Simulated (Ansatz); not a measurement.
Energy profile

The step: ZnH₂O ([OH][ZnH]) + HF + HF → ZnHOF ([OH][Zn][F]) + HF + H₂; bonds formed: Zn1–F5, H2–H6, H4–F7; bonds broken: Zn1–H2, H4–F5, H6–F7 (atoms numbered as in the saddle structure below).

Zn1  (0.040, -0.574, 0.441)
H2  (1.147, -0.394, -0.839)
O3  (-0.156, -1.824, 1.700)
H4  (-0.404, 1.451, -0.814)
F5  (-0.983, 1.078, 0.084)
H6  (0.856, 0.423, -1.227)
F7  (0.383, 1.497, -1.647)
H8  (-0.884, -1.657, 2.301)
(Å)

Electronic energies by CCSD(T) at an estimated basis limit (MP2 extrapolated from triple and quadruple zeta, plus CCSD(T) − MP2 in triple zeta), on PBE0-D4/def2-TZVP structures; ZnH$_{4}$OF$_{2}$, singlet; no counterpoise correction. Ansatz 0.2.0; basis: def2-TZVPP and def2-QZVPP; cores frozen in the correlated methods. The 3s and 3p shells of Cu and Zn are frozen; filled d shells are correlated. Extrapolation: Hartree–Fock as exp(−7.88 √X), correlation as X^−2.97.

(1) Give the profile in eV, counted from the separated reactants. (To be estimated.)

No T1 diagnostic of these runs exceeds 0.018.

Answers

(1) The calculation gives:
```
                                                                                                                point      eV
  separated: ZnH$_{2}$O (linked as [OH][ZnH]; Zn1, H2, O3, H8; singlet) + HF (H4, F5; singlet) + HF (H6, F7; singlet)   0.000
                                                                                                      start structure  -0.588
                                                                                                               saddle  -0.105
                                                                                                        end structure  -0.945
separated: ZnHOF (linked as [OH][Zn][F]; Zn1, O3, F5, H8; singlet) + H$_{2}$ (H2, H6; singlet) + HF (H4, F7; singlet)  -0.431
```
The saddle lies below the separated reactants: the barrier is submerged.

For scale, one of the runs: CCSD(T)/def2-TZVPP, 213 basis functions, launched by `ansatz run in.yaml --threads 8 --pin off --events-out ev --progress --plain --max-ram 19148MiB`. The run took 54 s on 8 CPU threads of an Arm Neoverse V1 (shared host), with 3.3 GiB of host memory at its peak.
